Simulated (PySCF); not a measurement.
**TDDFT excited states: C3H12Ge3**

Species: cyclo-(H2GeCH2)3, C3H12Ge3.
Geometry (PBE0-D3(BJ)/def2-SVP, Å), atoms numbered from 1 in this order:
```
atom  x, y, z in Å
Ge1    0.243    0.054    1.938
H2     0.371    1.332    2.797
H3     0.340   -1.179    2.862
C4    -1.496    0.063    1.023
Ge5   -1.421    0.957   -0.718
H6    -0.850    2.380   -0.524
H7    -2.832    1.079   -1.333
C8    -0.236   -0.046   -1.921
Ge9    1.191   -1.014   -0.985
H10    0.665   -2.404   -0.563
H11    2.407   -1.216   -1.917
C12    1.697   -0.013    0.620
H13   -2.241    0.553    1.668
H14   -1.828   -0.976    0.869
H15   -0.832   -0.763   -2.506
H16    0.214    0.659   -2.637
H17    2.587   -0.463    1.085
H18    1.967    1.013    0.321
```

Computed with TDDFT CAM-B3LYP/def2-SVPD, vertical, gas phase, core orbitals frozen in the response (PySCF 2.14.0, density-fitted response routines). The CAM-B3LYP/def2-SVPD calculation is non-relativistic and has no spin–orbit coupling, an omission that weighs most on germanium.

Question: List the vertical singlet excitations with oscillator strengths and describe the spectrum.

Answer: 

| state | E (eV) | E (kJ/mol) | λ (nm) | f | main configurations (H = HOMO, L = LUMO) |
| --- | --- | --- | --- | --- | --- |
| S1 | 7.29 | 704 | 170.0 | 0.0009 | H→L (89%) |
| S2 | 7.37 | 711 | 168.2 | 0.0039 | H-1→L (51%), H→L+1 (30%) |
| S3 | 7.50 | 724 | 165.3 | 0.038 | H→L+1 (36%), H-1→L (35%), H-1→L+2 (18%) |
| S4 | 7.78 | 750 | 159.5 | 0.023 | H→L+2 (69%), H-1→L+1 (16%) |
| S5 | 7.78 | 751 | 159.3 | 0.095 | H-1→L+2 (53%), H→L+1 (22%) |
| S6 | 7.92 | 764 | 156.5 | 0.071 | H-2→L (68%), H-3→L (11%) |
| S7 | 7.92 | 764 | 156.5 | 0.102 | H-1→L+1 (66%), H→L+2 (16%) |
| S8 | 8.00 | 772 | 154.9 | 0.010 | H-3→L (50%), H→L+4 (13%), H-2→L (13%) |
| S9 | 8.02 | 774 | 154.5 | 0.099 | H→L+3 (87%) |
| S10 | 8.12 | 783 | 152.8 | 0.034 | H→L+5 (64%), H→L+4 (13%) |
| S11 | 8.20 | 791 | 151.1 | 0.023 | H-2→L+1 (54%), H-1→L+4 (23%) |
| S12 | 8.27 | 798 | 149.9 | 0.026 | H→L+4 (24%), H-1→L+3 (10%), H-1→L+4 (8%) |
| S13 | 8.28 | 799 | 149.8 | 0.025 | H-1→L+4 (28%), H-2→L+1 (12%), H-3→L+1 (10%) |
| S14 | 8.35 | 806 | 148.4 | 0.0016 | H-2→L+2 (50%), H→L+4 (9%) |

Triplets (Tamm–Dancoff): T1 7.03 eV, H→L (78%); T2 7.12 eV, H-1→L (57%), H→L+1 (19%); T3 7.17 eV, H→L+1 (56%), H-1→L (20%); T4 7.33 eV, H-1→L+2 (64%), H-3→L+2 (13%).

The lowest singlet lies at 7.29 eV (170 nm, vacuum ultraviolet) and is very weak; its leading configuration is HOMO→LUMO (89%). The most intense listed level is S6/S7 at 7.92 eV (157 nm, f = 0.174 summed), 0.63 eV above S1. S4/S5, S6/S7 and S12/S13 lie within about 0.01 eV of each other in each set. Löwdin shares by element: HOMO carbon 34% or more, germanium 24% or more (atoms not listed hold the other 42%); LUMO germanium 52%, hydrogen 5% or more (atoms not listed hold the other 43%). The listed states span 1.06 eV, and the widest gap between neighbours is 0.28 eV (S3 to S4). Orbital energies (eV): HOMO-3 -10.01, HOMO-2 -9.87, HOMO-1 -9.33, HOMO -9.16, LUMO 0.80, LUMO+1 1.24, LUMO+2 1.29. Of the 14 states listed, 10 reach f = 0.01 and none stays under 0.0005. No computed singlet lies in the visible range (380 to 750 nm); the lowest, at 170 nm, stands 4.03 eV above its violet end (3.26 eV). Orbitals of the list HOMO-3 to LUMO+2 that lie within 0.01 eV of each other are written together with a slash and their weights summed (≥ marks a lower bound); for degenerate orbitals outside that list single weights are arbitrary. Only the lowest 15 singlets were computed, as vertical energies without vibronic structure. The highest level found (8.37 eV, f 0.043 so far) is left out, since the window may have cut off a degenerate partner.

One conformer stands for the species.
